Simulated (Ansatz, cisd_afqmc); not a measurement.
Species: F, charge 0, doublet.

Total energies in def2-TZVPPD, 7 correlated electrons, 1 frozen orbitals. Open shells are spin-unrestricted; no spin-orbit coupling. Correlated methods leave the cores frozen. No relativity. AFQMC/CISD: phaseless, guided by CISD from CCSD amplitudes; bars are statistical, one sigma. Outlying blocks are dropped, and bars are widened where a walk drifts. Over all cases where full CI ran beside it in this data, AFQMC minus full CI had a median of +0.1 mEh and passed +0.4 mEh in a tenth of the cases.

```tsv
method	program	energy (Eh)	minus CCSDTQ (mEh)
HF	Ansatz	-99.41212	215.42
MP2	Ansatz	-99.61143	16.11
CCSD	Ansatz	-99.62344	4.09
CCSD(T)	Ansatz	-99.62721	0.32
CCSDT(Q)	Ansatz	-99.62754	-0.01
CCSDTQ	Ansatz	-99.62753	0.00
AFQMC/CISD	cisd_afqmc	-99.6274 ± 0.0001	0.1 ± 0.1
```

Ansatz is a first-principles code.
